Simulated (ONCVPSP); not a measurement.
**Scattering properties, ONCV potential for W (Z = 74)**

| Property | Result |
| --- | --- |
| Element | tungsten |
| Generator | ONCVPSP 4.0.1 |
| Type | optimised norm-conserving Vanderbilt (ONCV) |
| Functional | PBEsol |
| Relativity | scalar-relativistic |
| Frozen core | [Kr] 4d10 4f14 |
| Valence charge | 14 |
| Reference configuration | 5s2 5p6 5d4.5 6s1.5 |
| Partial waves | 5s+6s: rc 2.00 bohr, ncon 4, nbas 8, qcut 4.8 1/bohr, 2 projectors; 5p: rc 1.50 bohr, ncon 4, nbas 9, qcut 10.8 1/bohr, 2 projectors, debl 3.9 Ha; 5d: rc 1.60 bohr, ncon 4, nbas 7, qcut 5.5 1/bohr, 2 projectors, debl 3.6 Ha |
| Local potential | polynomial inside 1.10 bohr (lpopt 4, dvloc0 6 Ha) |
| Core correction | polynomial model core, fcfact 0.75 |

The phase is arctan(r·R′/R) of the radial function R(r), unwrapped; energies in Ha, scanned from -4 to 5 Ha. A pole is an energy at which the radial function vanishes at the test radius. The pseudo phase is shifted by a multiple of π to meet the all-electron one at the reference energy, and phase errors are pseudo minus all-electron; the curves can meet again beyond the range given. Levels narrower than the energy grid can be missing from the lists of poles.

Task: For each channel, where are the poles, and over which energies does the pseudopotential scatter like the atom?

Result:

```csv
channel,radius (bohr),reference energy (Ha),"poles, all-electron","poles, pseudo",unbroken range about the reference energy with phases within 0.05 rad,phase error 1 Ha above the reference energy (rad)
s,2.02,-0.20,"-2.75, 3.50","-2.75, 3.27",below 4.1,-0.002
p,1.52,-1.55,0.09,0.09,the whole range,-0.000
d,1.62,-0.14,2.22,2.22,the whole range,-0.000
```

Phases in the p channel:

```tsv
E (Ha)	all-electron	pseudo
-3.98	1.019	1.018
-3.50	0.850	0.849
-3.02	0.509	0.509
-2.54	-0.163	-0.163
-2.06	-0.842	-0.842
-1.58	-1.191	-1.191
-1.10	-1.367	-1.367
-0.62	-1.471	-1.471
-0.14	-1.543	-1.543
0.34	-1.599	-1.599
0.82	-1.646	-1.646
1.30	-1.692	-1.692
1.78	-1.738	-1.739
2.26	-1.792	-1.792
2.74	-1.858	-1.858
3.22	-1.949	-1.949
3.70	-2.089	-2.089
4.18	-2.332	-2.333
4.66	-2.787	-2.793
```
